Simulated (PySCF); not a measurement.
**Ba: excitation energy**

Ba [Xe] 6s2 (1S) → Ba [Xe] 5d2 (3F), as a difference of total energies. All numbers are calculated (PySCF 2.14, the spin-free X2C one-electron Hamiltonian (Gaussian nucleus), in x2c-TZVPPall with one added diffuse shell each of s, p, d type (12s8p7d2f1g, 94 functions)). Correlated levels: valence and next inner shell: [Kr] 4d10 frozen. The calculations carry no spin-orbit coupling.

```tsv
method	excitation energy (cm⁻¹)
UHF	18964
MP2 (valence and next inner shell)	23239
SCS-MP2 (valence and next inner shell)	24078
CCSD (valence and next inner shell)	22512
CCSD(T) (valence and next inner shell)	22949
```

A first-order spin-orbit estimate (lowest level to lowest level, LS coupling) adds -0.060 eV.
